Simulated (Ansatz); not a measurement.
`C[N](C)[Hf]([F])([Cl])[I]` + HCl → `C[N](C)[Hf]([F])([Cl])[Cl]` + HI at 700 K and 1 bar (ligand exchange at the Hf–I bond).

Isolated molecules relaxed with PBE0-D4/def2-TZVP in Ansatz; ΔE leaves out vibrations. CCSD(T)/CBS adds triple-zeta CCSD(T) − MP2 to the extrapolated MP2 energy (def2 sets, frozen cores). This one scheme is used for every species. def2 core potentials past Kr. For Hf, I outer-core shells are correlated without core-valence functions, which leaves a few kJ/mol of doubt a bond. One conformer a species, not always the lowest.

| species | CCSD(T)/CBS energy (Eh) | H − E (kJ/mol) | S (J/(mol·K)) |
| --- | --- | --- | --- |
| `C[N](C)[Hf]([F])([Cl])[I]` | -1039.59491 | 331.0 | 627.6 |
| HCl | -460.38127 | 38.4 | 211.8 |
| `C[N](C)[Hf]([F])([Cl])[Cl]` | -1201.94185 | 331.2 | 608.4 |
| HI | -298.03592 | 34.6 | 231.7 |

H − E and S are ideal-gas, rigid-rotor, harmonic terms from PBE0-D4/def2-TZVP, for one conformer and one mirror image of each species. 1 Eh = 2625.50 kJ/mol, R = 8.31446 J/(mol·K).

By hand: ΔE, ΔH, ΔS and ΔG.

ΔE = (-1201.94185) + (-298.03592) − (-1039.59491) − (-460.38127) = -0.00159 Eh = -4.2 kJ/mol. Δ(H − E) = 331.2 + 34.6 − 331.0 − 38.4 = -3.6, so ΔH = -7.8 kJ/mol. ΔS = 608.4 + 231.7 − 627.6 − 211.8 = 0.7 J/(mol·K). ΔG = -7.8 − 700 × (0.7)/1000 = -8.3 kJ/mol.

By hand: the equilibrium constant, and the temperature at which ΔG would vanish if ΔH and ΔS stayed fixed.

log₁₀ K = −ΔG/(RT ln 10) = 0.6. ΔH and −TΔS have one sign here, so there is no such temperature.

The number of gas molecules stays the same, so ΔS is small and ΔH decides. A doubt of 5 kJ/mol in ΔE shifts log₁₀ K by 0.4 here. Other conformers and mirror images would add mixing entropy, several J/(mol·K) or more a flexible species. Modes under 60 cm⁻¹, often nearly free rotors, make the harmonic entropy too high. These are equilibria of isolated gas molecules and say nothing of rates. Largest T1 diagnostic: 0.014 (customary marks: 0.02 for closed shells, 0.045 for open ones).

ΔS is within the doubt of such terms, so its sign, and with it that verdict, could turn.
